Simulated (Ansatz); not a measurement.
The same path of BrFGaH₃ (6 atoms, charge 0, multiplicity 1) was run twice with different band settings. Lost on the way: Ga1–Br2, H5–F6. Made: Br2–H5.

All numbers below come from UKS B3LYP-D4/def2-SVP (Ansatz 0.2.0).

Relaxed end points:

```xyz
6
Properties=species:S:1:pos:R:3
Ga -0.465 -0.652 -0.018
Br 0.331 0.587 -1.913
H 0.409 -1.902 0.293
H -1.911 -0.252 0.397
H 0.936 1.303 0.199
F 0.699 0.917 1.041
```

```xyz
6
Properties=species:S:1:pos:R:3
Ga -0.447 -0.653 0.443
Br 0.594 0.942 -1.834
H 0.379 -1.964 0.279
H -1.965 -0.303 0.394
H 0.898 1.285 -0.445
F 0.541 0.693 1.163
```

Common settings: spring 5.0 eV/Å²; optimiser quadratic models (default); start path through a guess of the saddle point; force threshold 0.05 eV/Å; iteration limit 60; end points relaxed.

| run | movable images | climbing image |
| --- | --- | --- |
| 1 | 7 | yes |
| 2 | 4 | no |

(1) What does each run give, and how far can it be trusted?

## Answers

(1) Run 1: converged after 5 iterations, highest image 0.465 eV above the first end. A vibrational analysis at the climbing image gives one clearly imaginary mode, 188i cm⁻¹: a first-order saddle point.
Run 2: converged after 6 iterations, highest image 0.463 eV above the first end. No image climbed, so the highest image needn't sit at the top of the path.
The orbitals were unrestricted but ended closed-shell.
